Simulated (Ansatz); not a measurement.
C3H9B (SMILES BC(C)C), singlet, geometry from GFN2-xTB; PBE/3-21G in Ansatz (an electronic-structure program).

Input for Ansatz:
Ansatz 0.2 input:
```yaml
crystal:
  periodic: [false, false, false]
  atoms:
    - {symbol: B, position_ang: [-0.64668672, 1.45313392, 0.36023353]}
    - {symbol: H, position_ang: [-1.25731287, 1.58918958, 1.34770566]}
    - {symbol: H, position_ang: [-0.35411262, 2.39244251, -0.27109554]}
    - {symbol: C, position_ang: [-0.28895741, 0.01035063, -0.15608601]}
    - {symbol: C, position_ang: [-0.18683200, -1.06531089, 0.93228006]}
    - {symbol: C, position_ang: [0.93451047, -0.06805516, -1.07749630]}
    - {symbol: H, position_ang: [-1.16697782, -0.24674461, -0.77354341]}
    - {symbol: H, position_ang: [-0.06641992, -2.05424012, 0.49170830]}
    - {symbol: H, position_ang: [0.67348133, -0.87296791, 1.57010154]}
    - {symbol: H, position_ang: [-1.07791644, -1.07218291, 1.55489280]}
    - {symbol: H, position_ang: [0.84814390, 0.64074134, -1.89717530]}
    - {symbol: H, position_ang: [1.04270993, -1.06784557, -1.49617945]}
    - {symbol: H, position_ang: [1.83951171, 0.16403060, -0.51976874]}
basis:
  gaussian:
    orbitals: 3-21G.json
hamiltonian:
  xc: pbe
```
The basis file holds 3-21G in the JSON format of the Basis Set Exchange.

The log (banner, timings and long lists left out):

```
Functional definition: PBE
689 factors; integrals over basis functions are off by at most 1.0e-3 eV
mean field evaluation 1: about -3898.5279 eV, gradient 5.6e1 eV
mean field evaluation 2: about -3890.8991 eV, gradient 7.5e1 eV
mean field evaluation 4: about -3906.0184 eV, gradient 2.7e0 eV
mean field evaluation 8: about -3905.9606 eV, gradient 4.2e-2 eV
mean field -3905.96064894 eV, -143.5414062932 hartree, gradient 3.2e-5 eV, S^2 0.000000; 0 other end points of the search recorded, 0 dependent functions left out
reference -3905.96067536 eV, -143.5414072642 hartree; 16, 16 occupied and 38, 38 virtual orbitals, 689 factors
Total energy: -3905.96067536 eV, -143.5414072642 hartree
```
